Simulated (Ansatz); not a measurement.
A series at W: from `[OH][W]([OH])([OH])([Cl])([Cl])[Cl]`, ligands are replaced one by one, each step taking up HCl and setting free H₂O; n counts the steps. Ansatz, PBE0-D4/def2-TZVP geometries. Each molecule was computed in one conformer, which needn't be the lowest.

```tsv
n	molecule	zero-point energy, PBE0-D4/def2-TZVP (kJ/mol)
0	`[OH][W]([OH])([OH])([Cl])([Cl])[Cl]`	118.2
1	`[OH][W]([OH])([Cl])([Cl])([Cl])[Cl]`	?
2	`[OH][W]([Cl])([Cl])([Cl])([Cl])[Cl]`	52.6
3	`[Cl][W]([Cl])([Cl])([Cl])([Cl])[Cl]`	21.4
```

**Question.** By hand: fit a straight line y = ȳ + b (n − n̄) to the 3 given rows and predict n = 1.

**Answer.** n̄ = 1.667, ȳ = 64.07; Σ(n − n̄)(y − ȳ) = -150.93, Σ(n − n̄)² = 4.667, so b = -32.34 kJ/mol a step. Prediction: 64.07 + (-32.34) × (-0.667) = 85.6 kJ/mol.

**Question.** By hand: compare with the computed value, 86.1 kJ/mol, and give the steps along the whole series.

**Answer.** The line misses by 0.5 kJ/mol (computed minus predicted). Steps: -32.1, -33.5, -31.2 kJ/mol.

The steps differ by at most 2.3 kJ/mol, 7 % of a mean step, so the ligands' effects nearly add and a line is close. The miss is 0.5 % of the series' range.
